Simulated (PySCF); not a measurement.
B(Cl)(vinyl)(OH) (C2H4BClO), SMILES C=CB(O)Cl. Atoms are numbered in the order given.

```xyz
9

B     -0.2169    -0.0377     0.0000
Cl     0.4248    -1.7034     0.0000
C      0.7575     1.1777     0.0000
C      0.2985     2.4369     0.0000
H      1.8398     1.0039     0.0000
H      0.9683     3.3048     0.0000
H     -0.7778     2.6445     0.0000
O     -1.5562     0.1479     0.0000
H     -2.0546    -0.6777     0.0000
```

Geometry optimised at ωB97X-D3(BJ)/def2-SVP. The values are those of a single conformer.

The numbers are results of ωB97X-D3(BJ)/def2-SVP (PySCF), not measurements.

Frequencies are harmonic and unscaled.

Computed normal modes with their intensities:
```
mode  ν (cm⁻¹)  IR (km/mol)   moving atoms (share of kinetic energy)
----  --------  -----------  ---------------------------------------
1           76          1.2                           C 51 %, H 34 %
2          203          0.1  C 28 %, O 28 %, H 21 %, Cl 13 %, B 10 %
3          331          8.0          C 39 %, O 27 %, Cl 16 %, H 15 %
4          410          2.2                           H 58 %, B 33 %
5          424         11.7          Cl 41 %, C 22 %, O 19 %, H 15 %
6          586        107.3                            H 88 %, O 9 %
7          683         25.9  C 30 %, O 27 %, H 18 %, B 14 %, Cl 11 %
8          690         48.1                   B 49 %, H 27 %, C 21 %
9          926        122.7                   H 57 %, B 27 %, C 10 %
10        1033         33.5                           H 75 %, C 25 %
11        1035          3.4                           H 76 %, C 18 %
12        1058          8.2                           H 88 %, C 12 %
13        1156        340.0                   H 45 %, B 40 %, O 11 %
14        1311         31.9                           H 66 %, C 27 %
15        1406        162.1                   B 40 %, H 39 %, O 15 %
16        1459        135.5                   H 47 %, B 32 %, C 14 %
17        1722         65.8                           C 86 %, H 13 %
18        3157         11.0                                   H 95 %
19        3198          3.0                            H 91 %, C 9 %
20        3257          4.5                           H 89 %, C 11 %
21        3906        120.5                                   H 94 %
```
